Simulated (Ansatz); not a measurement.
Geometry optimisation, Ansatz, RKS PBE0-D4/def2-SVP.

The input (input.yaml):

```yaml
crystal:
  periodic: [false, false, false]
  atoms:
    - { symbol: Zn, position_ang: [-0.4871, -1.0872, -1.6265] }
    - { symbol: Cl, position_ang: [2.0852, -0.6097, -1.678] }
    - { symbol: Cl, position_ang: [-2.1683, -0.8361, -2.8732] }
    - { symbol: H, position_ang: [1.1648, 0.2016, -0.4233] }
    - { symbol: O, position_ang: [-0.0296, 0.337, -0.0174] }
    - { symbol: C, position_ang: [-0.1168, 0.4641, 1.379] }
    - { symbol: H, position_ang: [-1.1703, 0.436, 1.6654] }
    - { symbol: H, position_ang: [0.3053, 1.4304, 1.6747] }
    - { symbol: H, position_ang: [0.4168, -0.3361, 1.8993] }
basis:
  gaussian: { orbitals: def2-SVP }
hamiltonian:
  xc: pbe0
  dispersion: d4
relax:
  f_tol: 0.15
  max_steps: 25
  restrain:
    - { distance: [0, 4], at: 3.18, k: 30.0 }
    - { distance: [3, 1], at: 2.63, k: 30.0 }
    - { distance: [0, 1], at: 2.24, k: 30.0 }
    - { distance: [3, 4], at: 0.97, k: 30.0 }
output:
  orbitals: {}
```

Launched with:

```bash
$ ansatz run input.yaml --threads 2 --pin off --max-ram 3072MiB --backend cpu --events-out ev --progress --plain --runs-dir out
```

Problem. Where does it end, and by what steps?

Solution. The forces met the threshold. The restraints hold the end off the free minimum. After 7 steps the energy has fallen by 0.994 eV (the restraints' own energy left out); Zn1 moved furthest, 0.75 Å. Joined: H4–O5 (1.27 → 0.97 Å).

```
step  energy less start (eV)  largest force component (eV/Å)  accepted
   0                  0.0000                           2.932       yes
   1                 -0.2143                           4.991       yes
   2                 -0.2610                           5.016       yes
   3                 -0.4622                           3.211       yes
   4                 -0.8311                           1.088       yes
   5                 -0.9083                           1.174       yes
   6                 -0.9502                           1.187       yes
   7                 -0.9938                           1.088       yes
```

```xyz
9
Properties=species:S:1:pos:R:3
Zn -0.261 -1.112 -2.342
Cl 1.898 -1.085 -1.893
Cl -2.251 -1.296 -2.977
H 1.014 0.619 -0.098
O 0.100 0.825 0.136
C -0.071 0.566 1.502
H -1.147 0.619 1.724
H 0.441 1.305 2.145
H 0.278 -0.441 1.803
```

Run time: 33 s on 2 threads of Arm Neoverse V2, on a shared host, peak memory 0.29 GiB.
